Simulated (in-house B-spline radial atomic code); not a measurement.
Checks on a self-consistent run for Ta IV (Ta3+), [Kr] 4d10 4f14 5s2 (5p1/2)2 (5p3/2)3 5d3. Method: Dirac-Hartree-Fock, average of the jj configuration, Fermi nucleus of rms radius 5.3507 fm. Calculated with a radial B-spline atomic code at the basis-set limit.

```
orbital    q       ε (Eh)     <1/r>         <r²>  small-component weight
  1s1/2    2  -2494.25318   85.3936  0.000478689                0.075589
  2s1/2    2   -434.43156   20.7562   0.00730891                0.017112
  2p1/2    2   -414.30628   20.6791   0.00524594                0.017132
  2p3/2    4   -367.52421   17.4889    0.0064445                0.015521
  3s1/2    2   -102.62319   7.63153    0.0476435               0.0056361
  3p1/2    2    -93.71569   7.53292    0.0439101               0.0055632
  3p3/2    4    -83.48099   6.71399    0.0504586                 0.00511
  3d3/2    4    -68.65081   6.58742    0.0393535               0.0049666
  3d5/2    6    -66.44418   6.39257    0.0411577               0.0048386
  4s1/2    2    -22.99458   3.17546     0.238086               0.0018116
  4p1/2    2    -19.28658     3.063     0.246867               0.0017223
  4p3/2    4    -16.90033   2.79068     0.281435               0.0015618
  4d3/2    4    -10.79977   2.57034     0.310147               0.0013663
  4d5/2    6    -10.35171   2.50249     0.323391               0.0013201
  4f5/2    6     -2.67766   2.03897     0.477661              0.00092434
  4f7/2    8     -2.59534   2.01117     0.491626              0.00090495
  5s1/2    2     -4.26573   1.20323      1.37918              0.00037903
  5p1/2    2     -3.11668   1.08603      1.66601              0.00031657
  5p3/2    3     -2.77727  0.996678      1.92304              0.00027738
  5d3/2  1.2     -1.32877  0.719005      3.64127              0.00014817
  5d5/2  1.8     -1.28112  0.692599      3.88759              0.00013732
```

Electron-electron repulsion V_ee = 5736.4144 hartree.

(1) What total energy follows from the eigenvalues?

(2) Does the Dirac virial theorem hold?

(3) What diamagnetic shielding (Lamb formula) and susceptibility (Langevin formula) do the radii give?

Answers

(1) The eigenvalues count the repulsion twice, so E = Σqε - V_ee = -9877.248 - 5736.414 = -15613.662 hartree; the run printed -15613.662.

(2) For a point nucleus E = -2c²Σq·w, with w the small-component weight. Here Σq·w = 0.41562 and c = 137.0360, so the ratio E/(-2c²Σq·w) is 1.000246; the finite nucleus accounts for the departure from 1.

(3) σ = (α²/3)Σq<1/r> = 532.441/(3·137.036²) = 9451.1 ppm, and χ = -0.79199×10⁻⁶·Σq<r²> = -28.63×10⁻⁶ cm³/mol with Σq<r²> = 36.143 bohr². Both are non-relativistic formulas without the paramagnetism of open shells; for so heavy an element the full relativistic shielding is larger by tens of per cent.
